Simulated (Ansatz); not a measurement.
Calculated with Ansatz (gas phase, PBE0-D4/def2-TZVP geometries, no zero-point term in ΔE). CCSD(T)/CBS is the MP2 limit (def2-TZVPP, def2-QZVPP) plus CCSD(T) − MP2 in def2-TZVPP, frozen cores. This one scheme is used for every species. DFT in def2-TZVPP. For Zn outer-core shells are correlated without core-valence functions, which leaves a few kJ/mol of doubt a bond. Scalar relativity is left out up to krypton. One conformer a species, not always the lowest.

Consider the hydrogenolysis of a Zn–O bond: `[NH2][Zn][O]CF` + H₂ → `[NH2][ZnH]` + `OCF`.

```
         species  PBE0-D4 energy (Eh)
`[NH2][Zn][O]CF`          -2049.33969
              H₂             -1.16855
    `[NH2][ZnH]`          -1835.65549
           `OCF`           -214.84492
```

Problem. Work out ΔE.

Solution. ΔE = (-1835.65549) + (-214.84492) − (-2049.33969) − (-1.16855) = 0.00783 Eh = +4.9 kcal/mol. CCSD(T)/CBS gives +8.5 kcal/mol.

Largest T1 diagnostic among the species: 0.016.

From r2SCAN to r2SCAN0 (25 % exact exchange), in def2-TZVPP and without D4, ΔE moves by −1.2 kcal/mol. In def2-TZVPP, CCSD(T) changes the Hartree–Fock value by +3.2 kcal/mol (the triples alone add +0.9 kcal/mol) and MP2 by +4.3 kcal/mol.
